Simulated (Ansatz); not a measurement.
A CCSD(T) single point on CHClFGeN (`N#[C][GeH]([F])[Cl]`).

```yaml
crystal:
  periodic: [false, false, false]
  atoms:
    - {symbol: N, position_ang: [-1.036879, -2.306984, 0.030739]}
    - {symbol: C, position_ang: [-0.543992, -1.267251, 0.040091]}
    - {symbol: Ge, position_ang: [0.237144, 0.477902, 0.107687]}
    - {symbol: F, position_ang: [1.895978, 0.253810, -0.276604]}
    - {symbol: Cl, position_ang: [-0.627574, 1.648091, -1.423915]}
    - {symbol: H, position_ang: [0.117323, 1.130431, 1.475802]}
basis:
  gaussian: {orbitals: def2-SVP}
correlation: {method: ccsd_t}
```

```sh
$ ansatz run in.yaml --threads 4 --pin off --events-out ev --progress --plain
```

Log, shortened:

```
Functional definition: HF
939 factors; integrals over basis functions are off by at most 1.5e-3 eV
mean field evaluation 1: about -74193.7599 eV, gradient 4.0e1 eV
mean field evaluation 2: about -74193.8296 eV, gradient 4.0e1 eV
mean field evaluation 4: about -74197.5893 eV, gradient 3.7e0 eV
mean field evaluation 8: about -74197.6455 eV, gradient 3.7e-1 eV
mean field -74197.64604914 eV, -2726.7131993350 hartree, gradient 1.3e-6 eV, S^2 0.000000; 0 other end points of the search recorded, 0 dependent functions left out
17 core orbitals not correlated: weight in the atoms' cores, before any rotation towards them, 1.000 or more for the frozen orbitals, at most 0.000 for the correlated occupied ones
reference -74197.64604914 eV, -2726.7131993350 hartree; 19, 19 occupied and 61, 61 virtual orbitals, 939 factors
second order -22.17076409 eV of doubles, -0.00000000 eV of singles
cycle   1  -21.76218892 eV  change    4.1e-1 eV  update   1.2e-1
cycle   2  -22.39844053 eV  change   -6.4e-1 eV  update   3.5e-2
cycle   3  -22.53208656 eV  change   -1.3e-1 eV  update   1.7e-2
cycle   4  -22.52941622 eV  change    2.7e-3 eV  update   4.7e-3
cycle   5  -22.53223008 eV  change   -2.8e-3 eV  update   2.1e-3
cycle   6  -22.53376209 eV  change   -1.5e-3 eV  update   5.5e-4
cycle   7  -22.53385063 eV  change   -8.9e-5 eV  update   2.1e-4
cycle   8  -22.53389419 eV  change   -4.4e-5 eV  update   5.1e-5
cycle   9  -22.53392364 eV  change   -2.9e-5 eV  update   1.8e-5
perturbative correction -0.68166617 eV, -0.0250507699 hartree
Total energy: -74220.86163895 eV, -2727.5663565246 hartree
```

Hardware: 4 threads of a server CPU on a shared host. Wall time 4.3 s, peak host memory 0.37 GiB.

The correlation energy is -23.216 eV, 2.9 % of it from (T); the T1 diagnostic reads 0.0119.
